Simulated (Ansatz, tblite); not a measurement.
Isomers of Ag6Sb⁺ (singlet), found by a short tight-binding search and relaxed with r2SCAN-D4/def2-SVP in Ansatz.

In the def2 sets Ag, Sb take a core potential; there is no spin–orbit coupling. The xTB rows come from tblite. Correlated methods freeze 4 core orbitals; core or outer-core shells of Sb, Ag are correlated, in sets that lack core-valence functions.

Run but left out: HF/STO-3G (A: restricted singlet, unstable in another Hartree–Fock run and untested here); HF/def2-TZVP, MP2/def2-TZVP (A: restricted singlet, unstable towards broken spin symmetry).

A: The restricted singlet is unstable towards broken spin symmetry in Hartree–Fock (as tested in another run); at LDA (SPW92)/def2-TZVP, PBE-D4/def2-SVP, r2SCAN-D4/def2-TZVP, PBE0-D4/def2-SVP and others this wasn't settled. B: The restricted singlet is unstable towards broken spin symmetry in Hartree–Fock (as tested in another run); at LDA (SPW92)/def2-TZVP, PBE-D4/def2-SVP, r2SCAN-D4/def2-TZVP, PBE0-D4/def2-SVP and others this wasn't settled.

Other spin states weren't relaxed.

A:

```xyz
7

Sb    1.710    1.304   -0.072
Ag   -0.330    3.006    0.134
Ag    0.845    0.165    2.189
Ag   -1.078    0.376    0.042
Ag   -0.085   -2.094    0.684
Ag   -1.794   -2.028   -1.347
Ag    0.731   -0.730   -1.631
```

B:

```xyz
7

Sb    0.613   -1.950   -0.982
Ag   -1.399   -1.702    0.813
Ag   -1.465   -0.413   -1.789
Ag   -1.084    1.185    0.613
Ag    1.113   -0.397    1.298
Ag    1.168    2.465    1.193
Ag    1.053    0.813   -1.146
```

C:

```csv
atom,x (Å),y (Å),z (Å)
Sb1,-0.5424,-1.4489,-1.6109
Ag2,2.5615,0.4752,2.1667
Ag3,-3.0339,-1.0556,-0.7133
Ag4,0.9078,0.1959,0.0423
Ag5,-0.8819,-1.7481,1.0368
Ag6,2.3080,2.4664,0.5152
Ag7,-1.3191,1.1151,-1.4367
```

Q: Estimate which lies lowest at each level, and how far above it the others are (kcal/mol).

A: 
| level | A | B | C |
| --- | --- | --- | --- |
| GFN1-xTB | 7.4 | 0.0 | 10.9 |
| GFN2-xTB | 6.2 | 7.3 | 0.0 |
| LDA (SPW92)/def2-TZVP | 7.0 | 0.0 | 8.6 |
| PBE-D4/def2-SVP | 4.0 | 0.0 | 1.5 |
| PBE-D4/def2-TZVP | 4.7 | 0.0 | 2.9 |
| r2SCAN-D4/def2-TZVP | 5.0 | 0.0 | 3.4 |
| PBE0-D4/def2-SVP | 4.0 | 0.9 | 0.0 |
| PBE0-D4/def2-TZVP | 3.8 | 0.0 | 0.5 |
| ωB97X-V/def2-TZVP | 4.5 | 1.2 | 0.0 |
| RPA@PBE/def2-TZVP | 5.9 | 0.0 | 4.5 |
Point groups (tolerance 0.1 Å): A not assigned, B Cs, C not assigned. Lower isomers may exist.
